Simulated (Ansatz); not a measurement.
The cluster Ta2B2, 4 atoms. Hardware: 4 threads of Arm Neoverse V2 on a shared host.

In the def2 sets Ta takes a core potential; there is no spin–orbit coupling. Correlated methods freeze 2 core orbitals; core or outer-core shells of Ta are correlated, in sets that lack core-valence functions.

Problem. How many basis functions does each of these Ansatz runs have, and roughly what does it cost? RPA@PBE/def2-TZVP, charge 0 singlet, energy, from earlier orbitals; r2SCAN-D4/def2-TZVP, charge 0 triplet, energy, from earlier orbitals; PBE0-D4/def2-SVP, charge 0 triplet, energy with a search over starts; PBE0-D4/def2-TZVP, charge 0 singlet, energy and forces, from earlier orbitals; r2SCAN-D4/def2-TZVPD, charge -1 doublet at the geometry of the charge 0 singlet, energy, from earlier orbitals; B2PLYP/def2-TZVP, charge 0 singlet, energy, from earlier orbitals; PBE0-D4/def2-TZVP, charge 0 unrestricted singlet, energy, from earlier orbitals; ωB97M-V/def2-TZVP, charge 0 singlet, energy, from earlier orbitals; r2SCAN-D4/def2-TZVPD, charge 0 singlet, energy, from earlier orbitals; PBE0-D4/def2-TZVP, charge 0 quintet, energy, from earlier orbitals; ωB97M-V/def2-TZVP, charge 0 triplet, energy, from earlier orbitals; CCSD(T)/def2-TZVPP, charge 0 singlet, energy, from earlier orbitals.

Solution. Other jobs shared the machine, so times can vary by a factor of up to 3. A dash marks memory too small to be measured apart from the calling script's.

| run | functions | fitting or Cholesky vectors | wall time | peak host memory (GiB) |
| --- | --- | --- | --- | --- |
| PBE0-D4/def2-TZVP, charge 0 singlet, energy and forces, from earlier orbitals | 142 | 1154 | 2.4 s | – |
| B2PLYP/def2-TZVP, charge 0 singlet, energy, from earlier orbitals | 142 | 1143 | 3.3 s | – |
| RPA@PBE/def2-TZVP, charge 0 singlet, energy, from earlier orbitals | 142 | 1143 | 3.3 s | – |
| r2SCAN-D4/def2-TZVPD, charge 0 singlet, energy, from earlier orbitals | 160 | 1062 | 4.1 s | – |
| PBE0-D4/def2-TZVP, charge 0 quintet, energy, from earlier orbitals | 142 | 1154 | 5.5 s | – |
| PBE0-D4/def2-SVP, charge 0 triplet, energy with a search over starts | 92 | 968 | 9.5 s | – |
| ωB97M-V/def2-TZVP, charge 0 singlet, energy, from earlier orbitals | 142 | 1030 | 12 s | – |
| PBE0-D4/def2-TZVP, charge 0 unrestricted singlet, energy, from earlier orbitals | 142 | 1154 | 13 s | – |
| r2SCAN-D4/def2-TZVP, charge 0 triplet, energy, from earlier orbitals | 142 | 1012 | 18 s | – |
| CCSD(T)/def2-TZVPP, charge 0 singlet, energy, from earlier orbitals | 174 | 1117 | 32 s | 1.4 |
| ωB97M-V/def2-TZVP, charge 0 triplet, energy, from earlier orbitals | 142 | 1030 | 46 s | 0.86 |
| r2SCAN-D4/def2-TZVPD, charge -1 doublet at the geometry of the charge 0 singlet, energy, from earlier orbitals | 160 | 1062 | 49 s | – |
